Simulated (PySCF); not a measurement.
Structure from 2D NMR

Compound of formula C9H6ClOP. Correlations simulated from computed shifts and the bond graph:

HSQC (one-bond C–H):
```
  δH     δC
8.89  130.6
8.83  186.2
7.79  134.3
7.66  134.6
```

COSY cross peaks (H two or three bonds apart, from the bond graph; peaks can be absent where the dihedral angle is near 90°):
```
  δH    δH
8.89  7.79
7.79  7.66
```

HMBC (two and three bonds, from the bond graph):
```
  δH                                 δC
8.89  160.0, 134.6, 134.3, 134.3, 130.6
8.83                       160.0, 146.2
7.79         134.6, 134.3, 134.3, 130.6
7.66                       134.3, 130.6
```

Carbons without hydrogens: δ 160.0, 146.2, 134.3.

Non-relativistic, no solvent model, one averaged value for each set of equivalent atoms, one computed conformer. Geometry: GFN2-xTB; shieldings: GIAO PBE0/pcSseg-1; PySCF 2.14.0 with density-fitted response routines.

Shifts are taken against calculated references (same method and geometry level): ¹H (31.72 ppm), ¹³C (186.93 ppm) against TMS.

Exchangeable hydrogens are left out of these lists.

Question: Work out the connectivity.

Answer: SMILES Clc1pcoc1-c1ccccc1.

Mapped SMILES: `[Cl:1][c:2]1[p:3][cH:4][o:5][c:6]1-[c:7]1[cH:8][cH:9][cH:10][cH:11][cH:12]1` (H(Xn): hydrogen on atom n).

1. δC 186.2 is C4, an aromatic CH next to the ring oxygen (δH 8.83).
2. δC 160.0 is C6, a substituted aromatic carbon next to the ring oxygen.
3. δC 146.2 is C2, an aromatic carbon bearing chlorine.
4. δC 134.6 is C10, an aromatic CH (δH 7.66).
5. δC 134.3 is C7, a substituted aromatic carbon.
6. δC 134.3 is C9/C11, an aromatic CH (δH 7.79).
7. δC 130.6 is C8/C12, an aromatic CH (δH 8.89).
8. HMBC from δH 8.89 reaches the proton-free carbons C6, C7.
9. HMBC from δH 8.83 reaches the proton-free carbons C6, C2.
10. HMBC from δH 7.79 reaches the proton-free carbon C7.
11. COSY links 8.89–7.79, 7.79–7.66.

This is the structure that produced the data.

Carbons that carry Cl, above all several Cl atoms, come out too deshielded, partly because spin–orbit coupling is missing. Shifts are as computed. Against solution values, carbons near 30 ppm lie about +3 ppm off and those near 130 ppm about +5 ppm; carbons on Cl a further +6 ppm. Of 1211 compounds with measured shifts, 218 miss one by over three times the rms of a fit or turn the order of signals round; such compounds aren't used in these exercises.
